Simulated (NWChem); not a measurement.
# C$_{2}$H$_{6}$O$_{2}$Si; SMILES OC[SiH2]C=O

```xyz
11

O     -0.9682     2.1098     0.0713
C      0.2089     1.8622    -0.0376
Si     0.8336     0.0313    -0.0050
C     -0.6725    -1.1126    -0.1576
O     -0.3494    -2.4727     0.0385
H      0.9478     2.7060    -0.1501
H      1.8397    -0.1816    -1.0895
H      1.5209    -0.1929     1.3086
H     -1.4787    -0.7530     0.5117
H     -1.0786    -1.0180    -1.1781
H     -0.0991    -2.5928     0.9603
```
Atoms are numbered in this order, from 1.

Results from NWChem. Pople sets run with spherical d functions. Structure relaxed at the PBE0/def2-SVP level. Level M06-2X/6-31G*: energy and gradient on several grids; changes count from the extra-fine grid, which is no exact limit either.

### Question
Which is the coarsest grid (fine; medium; coarse; xcoarse; xfine) from which on the energy stays within 100 μHa and each gradient component within 200 μHa/bohr of xfine?

### Answer
fine.
| grid | size of the energy change (μHa) | largest change of a gradient component (μHa/bohr) | time, medium = 1 (rough) |
|---|---|---|---|
| xcoarse | 60000 | 5000 | about 1 |
| coarse | 300 | 800 | about 1 |
| medium | 60 | 400 | about 1 |
| fine | < 10 | 90 | about 1 |
| xfine | < 10 | < 30 | 3 |
